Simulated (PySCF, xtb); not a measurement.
1-chloro-1-fluorocyclobutane (C₄H₆ClF), SMILES C1(CCC1)(Cl)F.

GFN2-xTB run with xtb at its own geometry gives an orbital gap of 6.89 eV and a dipole moment of 2.80 D.

Coordinates come from a PBE0-D3(BJ)/def2-SVP optimisation.

Question: What does ωB97X/def2-TZVP (PySCF) give? (Estimate from the structure and the level; the computed values follow.)

Answer: gap 13.62 eV (levels -10.88 and 2.74 eV), dipole 2.48 D.
